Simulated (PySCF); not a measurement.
**Ca⁺ (calcium, charge +1) across methods**

[Ar] 4p1, 2P determinant (an excited configuration). All numbers are calculated (PySCF 2.14, the spin-free X2C one-electron Hamiltonian (Gaussian nucleus), in x2c-TZVPPall). The B2PLYP total includes its PT2 part (frozen core); its orbital energies are those of the SCF part.

| method | E (hartree) | mean ε 3p α (eV) | mean ε 3p β (eV) | mean ε 4p α (eV) | Σ⟨r²⟩ (bohr²) | ⟨S²⟩ |
| --- | --- | --- | --- | --- | --- | --- |
| B2PLYP | -679.909 | -40.648 | -40.545 | -7.762 | 37.40 | 0.750 |
| LDA | -678.237 | -36.110 | -36.031 | -6.962 | 36.32 | 0.750 |
| r2SCAN | -680.078 | -36.832 | -36.783 | -7.002 | 36.76 | 0.750 |
| wB97M-V | -680.064 | -40.946 | -40.855 | -8.242 | 37.47 | 0.750 |
| PBE | -679.897 | -36.079 | -36.001 | -7.035 | 36.51 | 0.750 |
| M06 | -680.099 | -38.411 | -38.341 | -7.199 | 37.07 | 0.750 |
| PBE0 | -679.940 | -38.455 | -38.364 | -7.477 | 36.86 | 0.750 |
| UHF | -679.32325 | -44.411 | -44.272 | -8.423 | 38.93 | 0.750 |

Estimate the same row for LC-wPBE.

E (hartree) = -679.961; mean ε 3p α (eV) = -41.420; mean ε 3p β (eV) = -41.353; mean ε 4p α (eV) = -8.851; Σ⟨r²⟩ (bohr²) = 37.20; ⟨S²⟩ = 0.750.
